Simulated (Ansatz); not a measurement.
Consider the ligand exchange at the Si–N bond: `BN([SiH3])[SiH2]F` + `CO[SiH](O)F` → `CO[SiH](F)O[SiH3]` + `BN[SiH2]F`.

Program: Ansatz. Geometries: PBE0-D4/def2-TZVP. ΔE: electronic, gas phase. CCSD(T)/CBS is the MP2 limit (def2-TZVPP, def2-QZVPP) plus CCSD(T) − MP2 in def2-TZVPP, frozen cores. Functionals use def2-TZVPP. B3LYP here is the variant with VWN-RPA as its local correlation; programs differ in this. Each species was taken in one conformer, which may not be the lowest.

```
             level  ΔE (kcal/mol)  difference from CCSD(T)/CBS
            PBE-D4          -14.1                          1.3
         r2SCAN-D4          -15.8                         -0.4
           PBE0-D4          -14.7                          0.7
          B3LYP-D4          -16.5                         -1.1
           ωB97X-V          -15.7                         -0.3
           ωB97M-V          -15.4                          0.0
            B2PLYP          -16.8                         -1.4
               PBE          -14.8                          0.6
            r2SCAN          -15.9                         -0.5
              PBE0          -15.3                          0.1
             B3LYP          -17.6                         -2.2
     HF/def2-TZVPP          -20.0                         -4.6
    MP2/def2-TZVPP          -15.1                          0.3
SCS-MP2/def2-TZVPP          -16.1                         -0.7
   CCSD/def2-TZVPP          -16.1                         -0.7
CCSD(T)/def2-TZVPP          -15.4                          0.0
     HF/def2-QZVPP          -20.3                         -4.9
    MP2/def2-QZVPP          -15.2                          0.2
SCS-MP2/def2-QZVPP          -16.2                         -0.8
      HF/CBS(def2)          -20.3                         -4.9
     MP2/CBS(def2)          -15.1                          0.3
    CCSD/CBS(def2)          -16.1                         -0.7
       CCSD(T)/CBS          -15.4                            0
```

Largest T1 diagnostic among the species: 0.012.

In def2-TZVPP, CCSD(T) changes the Hartree–Fock value by +4.6 kcal/mol (the triples alone add +0.7 kcal/mol) and MP2 by +4.9 kcal/mol. The D4 term adds +1.2 kcal/mol with B3LYP and +0.6 kcal/mol with PBE0; it sums over pairs of atoms, weighted by their polarisabilities, and B3LYP, whose exchange is more repulsive, gets the larger term.
